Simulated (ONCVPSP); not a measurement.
An odd input for ONCVPSP 4.0.1 (Zn)

Command:

```bash
oncvpspnr.x < Zn.dat > Zn.out
```

Input:

```
# ATOM AND REFERENCE CONFIGURATION
# atsym  z   nc   nv     iexc    psfile
  Zn 30.00    3    3  -001012      upf
#
#   n    l    f
    1    0    2.00
    2    0    2.00
    2    1    6.00
    3    0    2.00
    3    1    6.00
    3    2   10.00
#
# PSEUDOPOTENTIAL AND OPTIMIZATION
# lmax
    2
#
#   l,   rc,      ep,       ncon, nbas, qcut
    0    0.65    0.00    4    8    9.60
    1    0.90    0.00    3    3   15.50
    2    1.45    0.00    4    8   10.80
#
# LOCAL POTENTIAL
# lloc, lpopt,  rc(5),   dvloc0
    4    5    0.60    2.00
#
# VANDERBILT-KLEINMAN-BYLANDER PROJECTORs
# l, nproj, debl
    0    2    0.50
    1    2    1.80
    2    1    3.70
#
# MODEL CORE CHARGE
# icmod, fcfact, rcfact
    1    0.40    0.00
#
# LOG DERIVATIVE ANALYSIS
# epsh1, epsh2, depsh
   -7.00    5.00    0.04
#
# OUTPUT GRID
# rlmax, drl
    6.00    0.01
#
# TEST CONFIGURATIONS
# ncnf
    4
# nvcnf
#   n    l    f
    4
    3    0    2.00
    3    1    6.00
    3    2   10.00
    4    0    2.00
#
    4
    3    0    2.00
    3    1    6.00
    3    2   10.00
    4    0    1.00
#
    3
    3    0    2.00
    3    1    6.00
    3    2    9.00
#
    5
    3    0    2.00
    3    1    6.00
    3    2   10.00
    4    0    1.00
    4    1    1.00
#
```

This is an input that runs to its end, with one change: nbas of l = 1 set to 3.

Task: How does the run end?

Result: The program refuses the input: "test_data: must have ncon+3 <= nbas <= ncon+5, l= 1". (oncvpspnr.x prints a scalar-relativistic banner.)

```
ONCVPSP  (Optimized Norm-Conservinng Vanderbilt PSeudopotential)
scalar-relativistic version 4.0.1

test_data: must have ncon+3 <= nbas <= ncon+5, l=   1
 for nproj=2
ERROR: test_data found   1 ERROR; stopping
```
